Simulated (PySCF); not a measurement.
# One molecule, several mistakes: BCFH5N

All numbers below are calculated, not measured. They come from PySCF 2.14.0, an open-source quantum chemistry program, on an isolated molecule that a program drew, which may never have been made. The molecule is BCFH5N (charge 0, singlet), drawn as the SMILES string `NCBF`.

Each row is a Hartree-Fock (HF) and frozen-core CCSD(T) single point in the cc-pVDZ basis, meant for a local HF minimum. Run 1 is clean. Each other run has one planted mistake out of seven kinds, and not every kind appears here: one electron removed, one electron added, multiplicity raised by two, geometry at a saddle point, minimal basis STO-3G, one bond length entered in bohr, all coordinates scaled. The reference is restricted for singlets and unrestricted otherwise, and also for a bond in bohr. Adding or removing an electron swaps singlet and doublet. Electrons count all cores. HOMO and LUMO are orbital energies over both spins, the gradient is its largest component, and the lowest frequency (negative if imaginary) is given only where the gradient is small. Bond lengths are over the 8 bonds as drawn. T1 is the CCSD diagnostic: over 0.02 (restricted) or 0.045 (unrestricted) a single reference is doubtful.

Geometry of the clean run:
```xyz
9
BCFH5N, angstrom
N    -0.4570    1.9355   -0.8162
C    -0.8148    1.0137    0.2531
B     0.1413   -0.2306    0.3396
F    -0.0237   -1.0818    1.3518
H    -0.5037    1.4759   -1.7098
H    -1.1093    2.6990   -0.8615
H    -1.8528    0.6401    0.2127
H    -0.7388    1.5350    1.2154
H     1.0069   -0.4864   -0.4505
```

```
run  electrons  basis functions  <S^2>  HOMO (eV)  LUMO (eV)  gradient (hartree/bohr)  lowest frequency (cm^-1)  mean bond (Å)  longest bond (Å)      T1  HF (hartree)  CCSD(T) (hartree)                     mistake
  1         32               81  0.000     -10.65       3.35                  7.1e-06                        84         1.2216             1.572  0.0117    -219.40590         -220.03907                    no fault
  2         31               81  0.761     -18.33      -6.33                  7.6e-02                         -         1.2216             1.572  0.0231    -219.09663         -219.69574        one electron removed
  3         33               81  0.762       1.68       9.51                  6.1e-02                         -         1.2216             1.572  0.0107    -219.31158         -219.95892          one electron added
  4         32               81  2.026      -3.64      -1.06                  8.0e-02                         -         1.2216             1.572  0.0775    -219.19669         -219.82263  multiplicity raised by two
  5         32               25  0.000      -8.61       7.71                  4.2e-02                         -         1.2216             1.572  0.0147    -216.49986         -216.70060                           ?
  6         32               81  0.000     -10.61       3.49                  1.6e-02                         -         1.2020             1.546  0.0114    -219.40361         -220.03375                           ?
```

**Which mistake was planted in run 5, and what did it cost?**

It has 25 basis functions where the clean run has 81, with the same electrons and geometry. So the mistake is: minimal basis STO-3G. Subtracting run 1 and multiplying by 627.51 kcal/mol a hartree, the energy moved by 1823.6 kcal/mol in HF and 2094.9 kcal/mol in CCSD(T).

**Which mistake was planted in run 6, and what did it cost?**

The mean and the longest bond both change by the same factor, 0.984, and the gradient is no longer small. So the mistake is: all coordinates scaled. Subtracting run 1 and multiplying by 627.51 kcal/mol a hartree, the energy moved by 1.4 kcal/mol in HF and 3.3 kcal/mol in CCSD(T).

Cautions from the logs. Run 3: the HOMO is above zero, so the electron isn't bound and the energy depends on the basis; run 4: T1 is over the limit, so its CCSD(T) energy is less reliable.
